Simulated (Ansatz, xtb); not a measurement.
## Ranking isomers of BClH2OSi

7 gas-phase structures of BClH2OSi, found in a search over its isomers (lower ones may exist). Each was relaxed with GFN2-xTB; where two conformers were screened, the lower at r2SCAN-D4/def2-SVP is listed:

A. `[SiH]OBCl`, a singlet
B. `BO[Si]Cl`, a singlet
C. `O=[SiH]BCl`, a singlet
D. a singlet given by its coordinates
E. a singlet given by its coordinates
F. `O=B[SiH2]Cl`, a singlet
G. `B[Si](=O)Cl`, a singlet

E (Å):

```xyz
6

B     0.0145    0.5181   -0.6813
Cl    1.3056   -0.7890   -0.5756
O    -0.7218    0.3752    0.6141
Si   -1.1065   -0.1524    1.9842
H     0.5154    1.5939   -0.7029
H    -0.7450    0.2805   -1.5619
```

Close contacts (Å): B1–Cl2 1.84, B1–O3 1.50, O3–Si4 1.52, B1–H5 1.19, B1–H6 1.19.

D (Å):

```xyz
6

B    -2.2697   -2.9374   -0.5434
Cl   -0.7889   -2.8845   -1.8155
O    -1.2975   -6.2019   -0.5921
Si   -1.8623   -4.8177   -0.4359
H    -2.0019   -2.2800    0.4008
H    -3.2740   -2.6465   -1.0945
```

Close contacts (Å): B1–Cl2 1.95, B1–Si4 1.93, Cl2–Si4 2.61, O3–Si4 1.50, B1–H5 1.18, B1–H6 1.18.

Task: Make a reasoned guess at their ranking by r2SCAN-D4/def2-SVP single-point energy.

Result: Calculated order at r2SCAN-D4/def2-SVP: F (0.0), B (5.4), A (16.0), E (35.9), D (51.8), G (54.4), C (55.4) kcal/mol.

Energies above the lowest of each column, in kcal/mol; the last columns are at B3LYP-D3(BJ)/def2-SVP geometries and were run for some of them only (a dash: not run or not comparable):

```csv
structure,GFN2-xTB,HF/STO-3G,r2SCAN-D4/def2-SVP,B3LYP-D3(BJ)/def2-SVP,CCSD(T)/def2-TZVP
F,5.4,0.0,0.0,0.0,0.0
B,0.0,2.2,5.4,1.5,1.7
A,10.8,19.7,16.0,12.2,14.5
E,16.9,28.0,35.9,–,–
D,12.8,92.1,51.8,–,–
G,19.2,95.8,54.4,–,–
C,21.6,107.2,55.4,–,–
```

CCSD(T)/def2-TZVP puts F lowest of those it was run on; GFN2-xTB picks B. Some further structures that were screened fall inside this span and aren't listed. Flexible structures stand in one conformer each, not always the lowest. Frequencies (B3LYP-D3(BJ)/def2-SVP) were run for A, B, F alone.

Over these structures GFN2-xTB departs from r2SCAN-D4/def2-SVP by 14.7 kcal/mol on average once a common shift is removed. A GFN2-xTB relaxation took about 0.16 s and the r2SCAN-D4/def2-SVP energy about 2.4 s on a shared host (Ansatz 0.2.0, xtb 6.7.1).
